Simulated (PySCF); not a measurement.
iron atom (Fe), quintet (typed; the unrestricted solution is spin-contaminated). Base run: CAMB3LYP/STO-3G run with PySCF.

Input for PySCF:
```python
from pyscf import gto, scf, dft

mol = gto.Mole()
mol.atom = '''
    Fe    0.000000    0.000000    0.000000
'''
mol.basis = 'sto-3g'
mol.charge = 0
mol.spin = 4
mol.verbose = 4
mol.build()

mf = dft.UKS(mol)
mf.xc = 'camb3lyp'
mf.kernel()
mf.analyze()
```

The base run was repeated with changes; each row names its change, and settings that it needs were set with it.

| change | ΔE vs base (mEh) | fitting functions | outcome |
|---|---|---|---|
| base | 0.000 | - | converged |
| auxbasis = autoaux | 0.006 | 257 | converged |
| auxbasis = even-tempered beta=1.6 | 0.011 | 270 | converged |
| auxbasis = def2-universal-jfit | 1033.0 | 89 | converged |
| auxbasis = default (with mf = mf.density_fit()) | - | - | not converged |
| auxbasis = cc-pvdz-jkfit | - | - | input refused |
| exchange = seminumerical (SGX) (with mf = sgx.sgx_fit(mf, auxbasis='def2-universal-jfit'); with mf.with_df.dfj = True) | -17.234 | 89 | converged |
| auxbasis = cc-pvtz-jkfit | - | - | input refused |
| auxbasis = def2-tzvp-ri | -10480.9 | 182 | converged |
| auxbasis = def2-universal-jkfit | - | - | not converged |

A fitting set is made for a task (jfit for Coulomb, jkfit for Coulomb and exchange, ri for correlation) and for a family of orbital bases.

Open shells are given as the SCF converged; they aren't shown to be the lowest states, and a large step between rows can be another state.

- auxbasis = cc-pvdz-jkfit: ended with `pyscf.lib.exceptions.BasisNotFoundError: Basis set not found for Fe in cc-pvdz-jkfit`
- auxbasis = cc-pvtz-jkfit: ended with `pyscf.lib.exceptions.BasisNotFoundError: Basis set not found for Fe in cc-pvtz-jkfit`
